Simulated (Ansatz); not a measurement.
Input file for Ansatz (a quantum-chemistry and plane-wave program): U-B3LYP/def2-TZVPP on KH, a point of a bond scan (R = 2.718 Å).

Ansatz 0.2 input:
```yaml
crystal:
  periodic: [false, false, false]
  atoms:
    - {symbol: K, position_ang: [-0.00000000, -0.00000000, -0.11326949]}
    - {symbol: H, position_ang: [0.00000000, 0.00000000, 2.60519827]}
basis:
  gaussian:
    orbitals: def2-TZVPP
hamiltonian:
  xc: {name: B3LYP}
magnetization: {spin_polarized: true, initial_magnetization: 0}
```

The log:

```
WARN ansatz: RAYON_NUM_THREADS=2 ignored (pool sized by the plan → 2); use --threads N
Functional definition: B3LYP
integrals: 0.01 GiB planned
384 factors; their error is unknown
mean field: 0.15 GiB planned
mean field evaluation 1: about -16338.3678 eV, gradient 1.1e1 eV
mean field evaluation 2: about -16327.7803 eV, gradient 1.8e1 eV
mean field evaluation 4: about -16339.7992 eV, gradient 3.2e0 eV
mean field evaluation 8: about -16340.0534 eV, gradient 1.1e-1 eV
mean field evaluation 16: about -16339.8576 eV, gradient 1.7e0 eV
mean field -16340.05365727 eV, -600.4858962185 hartree, gradient 1.3e-5 eV, S^2 0.000000; 1 other end points of the search recorded, 0 dependent functions left out
reference -16340.05385600 eV, -600.4859035217 hartree; 10, 10 occupied and 37, 37 virtual orbitals, 384 factors
Total energy: -16340.05385600 eV, -600.4859035217 hartree
```

Self-consistency was reached.

Cost: very roughly 2.4 core-seconds.
